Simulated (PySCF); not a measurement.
Te: electron affinity

Te⁻ [Kr] 4d10 5s2 5p5 (2P) → Te [Kr] 4d10 5s2 5p4 (3P), as a difference of total energies. Computed with PySCF 2.14 in aug-cc-pwCVDZ-PP with ECP28MDF, with a scalar-relativistic core potential. Correlated levels: valence and next inner shell: nothing frozen outside the core potential. The calculations carry no spin-orbit coupling.

```csv
method,electron affinity (eV)
UHF,1.079
MP2 (valence and next inner shell),1.748
SCS-MP2 (valence and next inner shell),1.714
CCSD (valence and next inner shell),1.697
CCSD(T) (valence and next inner shell),1.750
```

**Question.** How much does correlation contribute at CCSD(T) (valence and next inner shell)?

**Answer.** 1.750 − (1.079) = 0.671 eV, measured against UHF.

The reference lies between the lowest fine-structure levels, while these numbers refer to the centres of the terms.

Errors of the correlated levels include the incompleteness of this basis.

For comparison: 1.971 eV (measured; photodetachment measurements, as compiled on the Wikipedia data page of electron affinities).
